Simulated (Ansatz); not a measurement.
Consider the hydrogen abstraction from a Ge–H bond: `[NH2][GeH]([F])[Cl]` + F• → `[NH2][Ge]([F])[Cl]`• + H–F.

Program: Ansatz. Geometries: PBE0-D4/def2-TZVP. ΔE: electronic, gas phase. CCSD(T)/CBS adds triple-zeta CCSD(T) − MP2 to the extrapolated MP2 energy (def2 sets, frozen cores). This one scheme is used for every species, atoms too. Functionals use def2-TZVPP. No spin–orbit coupling; open shells (•) take unrestricted orbitals. Spin–orbit coupling would lower the free atoms: a little for F. For Ge outer-core shells are correlated without core-valence functions, so the limit isn't a true one: a few kJ/mol of doubt a bond, and 10 to 20 or more in all where bonds break to atoms. Scalar relativity is left out up to krypton. One conformer a species, not always the lowest.

Question: Is it downhill or uphill in electronic energy at CCSD(T)/CBS, and by how much? (An estimate is asked.)

Answer: Ansatz gave: Downhill: ΔE = -219.5 kJ/mol.

Question: What do these levels give: BLYP-D4, B97M-V, PBE0-D4, CAM-B3LYP-D4, PBE, BLYP, BHLYP, LC-ωPBE, CCSD(T)/def2-SVP, HF/def2-TZVPP, CCSD/def2-TZVPP, CCSD(T)/def2-TZVPP? (An estimate is asked.)

Answer: Computed: BLYP-D4 -256.8, B97M-V -214.4, PBE0-D4 -223.3, CAM-B3LYP-D4 -223.0, PBE -260.5, BLYP -259.2, BHLYP -188.1, LC-ωPBE -217.1, CCSD(T)/def2-SVP -174.5, HF/def2-TZVPP -106.6, CCSD/def2-TZVPP -197.6, CCSD(T)/def2-TZVPP -206.6 kJ/mol.

Largest T1 diagnostic among the species: 0.014.

From PBE to PBE0 (25 % exact exchange), in def2-TZVPP and without D4, ΔE moves by +36.3 kJ/mol. In def2-TZVPP, CCSD(T) changes the Hartree–Fock value by −100.0 kJ/mol (the triples alone add −9.0 kJ/mol) and MP2 by −124.8 kJ/mol.
